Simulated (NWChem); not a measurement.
System: C₂H₇InO; SMILES CC[O][InH2]

NWChem printed, in part:

```
             Northwest Computational Chemistry Package (NWChem) 7.3.0
             --------------------------------------------------------

 C1  symmetry detected

                             Geometry "geometry" -> ""
                             -------------------------

 Output coordinates in angstroms (scale by  1.889725989 to convert to a.u.)

  No.       Tag          Charge          X              Y              Z
 ---- ---------------- ---------- -------------- -------------- --------------
    1 In                  49.0000    -0.05125061     0.89387081    -0.00001979
    2 H                    1.0000    -1.77145978     0.85813408    -0.00282835
    3 H                    1.0000     1.10026136     2.16478781     0.00196642
    4 O                    8.0000     0.95651682    -0.83785764     0.00061955
    5 C                    6.0000     0.54923629    -2.16635717    -0.00087456
    6 C                    6.0000    -0.95038657    -2.39723122     0.00056127
    7 H                    1.0000     0.98400291    -2.67715520    -0.88488580
    8 H                    1.0000     0.98606314    -2.67950864     0.88070416
    9 H                    1.0000    -1.42634325    -1.95335940    -0.89006436
   10 H                    1.0000    -1.18212835    -3.47416563     0.00042844
   11 H                    1.0000    -1.42434920    -1.95401138     0.89257235

 Effective nuclear repulsion energy (a.u.)     345.2452834631

 Summary of "ao basis" -> "ao basis" (spherical)
 ------------------------------------------------------------------------------
       Tag                 Description            Shells   Functions and Types
 ---------------- ------------------------------  ------  ---------------------
 In                         def2-svp                10       26   4s4p2d
 H                          def2-svp                 3        5   2s1p
 O                          def2-svp                 6       14   3s2p1d
 C                          def2-svp                 6       14   3s2p1d

            General Information
            -------------------
          SCF calculation type: DFT
          Wavefunction type:  closed shell.
          No. of atoms     :    11
          No. of electrons :    48
           Alpha electrons :    24
            Beta electrons :    24
          Charge           :     0
          Spin multiplicity:     1
          Use of symmetry is: off; symmetry adaption is: off
          Maximum number of iterations: 150
          AO basis - number of functions:   103
                     number of shells:    49
          Convergence on energy requested:  1.00D-06
          Convergence on density requested:  1.00D-05
          Convergence on gradient requested:  5.00D-04

              XC Information
              --------------
          PerdewBurkeErnzerhof Exchange Functional  1.000
            Perdew 1991 LDA Correlation Functional  1.000 local
           PerdewBurkeErnz. Correlation Functional  1.000 non-local

             Grid Information
             ----------------
          Grid used for XC integration:  medium
          Radial quadrature: Mura-Knowles
          Angular quadrature: Lebedev.
          Tag              B.-S. Rad. Rad. Pts. Rad. Cut. Ang. Pts.
          ---              ---------- --------- --------- ---------
          In                  1.55      123          12.0       590
          H                   0.35       45          14.0       434
          O                   0.60       49          10.0       434
          C                   0.70       49          12.0       434
          Grid pruning is: on
          Number of quadrature shells:   585
          Spatial weights used:  Erf1

      Superposition of Atomic Density Guess
      -------------------------------------

 Sum of atomic energies:        -371.48602988

      Non-variational initial energy
      ------------------------------

 Total energy =    -344.354431
 1-e energy   =    -928.266356
 2-e energy   =     389.700379
 HOMO         =      -0.335005
 LUMO         =      -0.005368

     ---------------------------------------------
      Total Density - Mulliken Population Analysis
     ---------------------------------------------

    Atom       Charge   Shell Charges
 -----------   ------   -------------------------------------------------------
    1 In  21    20.00   2.60 -0.60  0.77  0.41  3.23  2.76  0.60  0.21  9.70  0.33
    2 H    1     1.14   0.65  0.49  0.01
    3 H    1     1.15   0.65  0.49  0.01
    4 O    8     9.02   1.99  1.11  0.72  3.11  2.08  0.01
    5 C    6     5.79   1.99  0.93  0.19  1.82  0.80  0.06
    6 C    6     6.34   1.99  0.96  0.21  2.07  1.09  0.02
    7 H    1     0.95   0.70  0.22  0.02
    8 H    1     0.95   0.70  0.22  0.02
    9 H    1     0.89   0.67  0.20  0.02
   10 H    1     0.88   0.66  0.20  0.02
   11 H    1     0.89   0.67  0.20  0.02

   convergence    iter        energy       DeltaE   RMS-Dens  Diis-err
 ---------------- ----- ----------------- --------- --------- ---------
 d= 0,ls=0.0,diis     1   -345.3325981381 -5.40D+02  3.15D-02  7.40D-01
 d= 0,ls=0.0,diis     2   -343.5255854683  1.81D+00  2.66D-02  1.31D+01
 d= 0,ls=0.0,diis     3   -345.4254475588 -1.90D+00  3.93D-03  8.36D-02
 d= 0,ls=0.0,diis     4   -345.4279252668 -2.48D-03  1.74D-03  6.79D-02
 d= 0,ls=0.0,diis     5   -345.4368483563 -8.92D-03  1.89D-04  6.28D-04
  Resetting Diis
 d= 0,ls=0.0,diis     6   -345.4369255295 -7.72D-05  7.14D-05  4.57D-05
 d= 0,ls=0.0,diis     7   -345.4369310625 -5.53D-06  6.90D-05  1.25D-05
 d= 0,ls=0.0,diis     8   -345.4369274489  3.61D-06  4.81D-05  4.22D-05
 d= 0,ls=0.0,diis     9   -345.4369323769 -4.93D-06  1.41D-05  4.40D-06
 d= 0,ls=0.0,diis    10   -345.4369328523 -4.75D-07  1.98D-06  5.26D-08

         Total DFT energy =     -345.436932852341
      One electron energy =     -931.706119864159
           Coulomb energy =      430.566380853895
    Exchange-Corr. energy =      -38.508740246152
 Nuclear repulsion energy =      194.211546404075

 Numeric. integr. density =       47.999963049770

                       DFT Final Molecular Orbital Analysis
                       ------------------------------------

 Vector   22  Occ=2.000000D+00  E=-2.692931D-01
              MO Center=  6.1D-02,  1.3D+00,  1.9D-04, r^2= 3.5D+00
   Bfn.  Coefficient  Atom+Function         Bfn.  Coefficient  Atom+Function
  ----- ------------  ---------------      ----- ------------  ---------------
    32      0.350695   3 H  s                27     -0.271027   2 H  s
    11      0.267022   1 In px               33      0.214217   3 H  s
    12      0.205110   1 In py               28     -0.167330   2 H  s
    17     -0.127812   1 In d -2              8     -0.093388   1 In px
    14      0.087724   1 In px                5     -0.086517   1 In px

 Vector   23  Occ=2.000000D+00  E=-2.152177D-01
              MO Center=  4.9D-01, -9.5D-01,  4.2D-05, r^2= 2.7D+00
   Bfn.  Coefficient  Atom+Function         Bfn.  Coefficient  Atom+Function
  ----- ------------  ---------------      ----- ------------  ---------------
    40      0.522756   4 O  px               43      0.389734   4 O  px
    68      0.215098   6 C  px               67      0.178625   6 C  s
    54     -0.171275   5 C  px               28      0.165908   2 H  s
    27      0.151095   2 H  s                71      0.146314   6 C  px
    12      0.144835   1 In py               21     -0.128058   1 In d  2

 Vector   24  Occ=2.000000D+00  E=-2.090174D-01
              MO Center=  8.0D-01, -1.1D+00,  7.8D-05, r^2= 2.1D+00
   Bfn.  Coefficient  Atom+Function         Bfn.  Coefficient  Atom+Function
  ----- ------------  ---------------      ----- ------------  ---------------
    42      0.528298   4 O  pz               45      0.395757   4 O  pz
    79      0.217417   7 H  s                84     -0.217339   8 H  s
    56     -0.193281   5 C  pz               13      0.175839   1 In pz
    80      0.173697   7 H  s                85     -0.173584   8 H  s
    16      0.111969   1 In pz               90     -0.088093   9 H  s

 Vector   25  Occ=0.000000D+00  E=-7.680381D-02
              MO Center= -2.4D-02,  8.1D-01,  5.5D-04, r^2= 4.5D+00
   Bfn.  Coefficient  Atom+Function         Bfn.  Coefficient  Atom+Function
  ----- ------------  ---------------      ----- ------------  ---------------
    16      0.566681   1 In pz               13      0.541144   1 In pz
    42     -0.220752   4 O  pz               45     -0.190666   4 O  pz
    10     -0.146729   1 In pz                7     -0.135032   1 In pz
    80     -0.082735   7 H  s                85      0.082238   8 H  s
    59     -0.060927   5 C  pz               79     -0.058855   7 H  s

 Vector   26  Occ=0.000000D+00  E=-3.474380D-02
              MO Center= -7.3D-02,  7.7D-01, -1.0D-03, r^2= 4.4D+00
   Bfn.  Coefficient  Atom+Function         Bfn.  Coefficient  Atom+Function
  ----- ------------  ---------------      ----- ------------  ---------------
     4      0.931247   1 In s                28     -0.666189   2 H  s
     3      0.620810   1 In s                33     -0.548794   3 H  s
    39     -0.349797   4 O  s                 1     -0.329846   1 In s
    27     -0.253540   2 H  s                15     -0.250567   1 In py
    32     -0.246629   3 H  s                53     -0.199520   5 C  s

 Vector   27  Occ=0.000000D+00  E= 8.779032D-03
              MO Center= -3.5D-01,  1.3D+00, -4.7D-04, r^2= 6.4D+00
   Bfn.  Coefficient  Atom+Function         Bfn.  Coefficient  Atom+Function
  ----- ------------  ---------------      ----- ------------  ---------------
    15      0.898939   1 In py               33     -0.573150   3 H  s
    28     -0.519265   2 H  s                 4      0.503558   1 In s
    14     -0.403507   1 In px               53      0.400921   5 C  s
    67      0.391459   6 C  s                12      0.297577   1 In py
    95     -0.261376  10 H  s                39      0.211776   4 O  s

[...]
```

Level: PBE/def2-SVP with def2 effective core potentials on In. All runs use the structure optimised with PBE0/def2-SVP. No frequency run checked for a minimum. def2 effective core potentials on In; no spin-orbit coupling.

Task: Which NWChem input produces such a log?

Result: Several could match; the one computed here: the input that was run:
```
start job
memory heap 200 mb stack 900 mb global 1100 mb
geometry units angstroms noautoz
  In    -0.009453     0.954818    -0.000190
  H     -1.730034     0.955101    -0.002541
  H      1.168413     2.201350     0.001663
  O      0.961841    -0.797628    -0.000062
  C      0.526838    -2.117310    -0.001631
  C     -0.977289    -2.316740     0.000176
  H      0.950581    -2.636970    -0.885830
  H      0.953061    -2.639621     0.879759
  H     -1.444086    -1.862873    -0.890260
  H     -1.231525    -3.388587    -0.000044
  H     -1.441632    -1.863824     0.892376
end
basis spherical
  * library def2-svp
end
ecp
  In library def2-ecp
end
dft
  xc xpbe96 cpbe96
  iterations 150
  mulliken
end
task dft energy
```
